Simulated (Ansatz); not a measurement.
Potential energy curve for OH (cation, charge +1), triplet.

- UKS-B3LYP = unrestricted B3LYP/cc-pVTZ in Ansatz (an electronic-structure program)
- UKS-PBE = unrestricted PBE/cc-pVTZ run with Ansatz
- UKS-BLYP = unrestricted BLYP/cc-pVTZ (Ansatz)
- FCI = full CI/cc-pVTZ, frozen core in Ansatz

Cost and accuracy over the 23 points of the scan, with FCI as yardstick. Costs are rough ratios of core time within Ansatz on shared cores, each with its mean field (Kohn-Sham runs search longer for lower solutions than correlated ones do); the miss is the largest error against full CI of the curve after the mean shift, in kcal/mol.

Task: Which is the cheapest of these levels that stays within 30 kcal/mol of FCI?

Result: UKS-B3LYP.

```tsv
level	relative cost	largest error
UKS-B3LYP	1	26.3
UKS-PBE	2	33.6
UKS-BLYP	2	34.7
```

Costs within a factor of two of each other count as equal.

The unrestricted determinant behind UKS-B3LYP is spin-contaminated at 1.74 to 4.17 Å (<S²> up to 2.5, against 2.00 for a pure triplet). The unrestricted determinant behind UKS-PBE, UKS-BLYP is spin-contaminated at 1.87 to 4.17 Å (<S²> up to 2.5, against 2.00 for a pure triplet).
